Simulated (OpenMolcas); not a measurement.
Au2+ among 6 point charges of -1.7 e arranged as an octahedron (Oh).

```json
{
  "Program": "OpenMolcas",
  "Method": "SS-CASPT2, IPEA 0.25 Eh, imaginary shift 0.1 Eh (closed shells correlated: 5s 5p)",
  "Basis": "ANO-RCC-VDZP [7s6p4d2f]",
  "Scalar Hamiltonian": "DKH2, point nucleus",
  "Active space": "9 electrons in 5 orbitals (5d)",
  "State averaging": "2S+1 = 2 even, 5 roots",
  "Spin-orbit coupling": "state interaction with AMFI integrals over the reference wave functions"
}
```

All point charges move together. At R = 1.8 Å |10Dq| is 16770 cm-1, and at R = 1.98 Å it is 11202 cm-1.

**Question.** A third run gives 7831 cm-1. What distance was it run at?

**Answer.** With a power law R^-n the two known points give n = -ln(11202 / 16770) / ln(1.98 / 1.8) = 4.23. Then R = 1.8 × (16770 / 7831)^(1/4.23) = 2.155 Å. The run was at 2.15 Å, so the estimate is off by +0.005 Å.

Roots that are degenerate in the reference are averaged as groups; the widest CASPT2 spread within a group is 46 cm-1 (the 2-fold group of multiplicity 2 near 0 cm-1 above the lowest state of its run, R = 2.15). Shifts and gaps below about the spread of the groups concerned are not significant. An orbital doublet at a regular site is open to a Jahn-Teller distortion, which this geometry leaves out. Free-ion shares, where given, are those of the reference states; single-state CASPT2 does not remix them. This is an electrostatic model: the charges have no orbitals. No measured value stands beside these numbers.
